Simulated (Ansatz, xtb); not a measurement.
This triplet is an excited state, 0.67 eV above the relaxed singlet at the level frozen-core CCSD(T)/aug-cc-pVDZ // PBE0-D3(BJ)/def2-TZVPD (Ansatz, a program for electronic structure).

Species: C2H4AlO, SMILES `[CH3][Al-][CH]=O` (excited triplet) (charge -1, multiplicity 3).

Q: Give a relaxed geometry from GFN2-xTB (xtb).

A: Several could match; the one computed here: the end point of this relaxation, one of several conformers (outside a Z-matrix the atoms follow the SMILES, hydrogens last).
Cartesian coordinates (Å) in one orientation:
```xyz
8

C     -1.499    -0.061    -0.110
Al     0.313    -0.681    -0.939
C      1.912     0.025    -0.073
O      3.137    -0.206    -0.394
H     -2.140     0.492    -0.815
H     -1.360     0.609     0.752
H     -2.121    -0.892     0.259
H      1.758     0.714     0.807
```
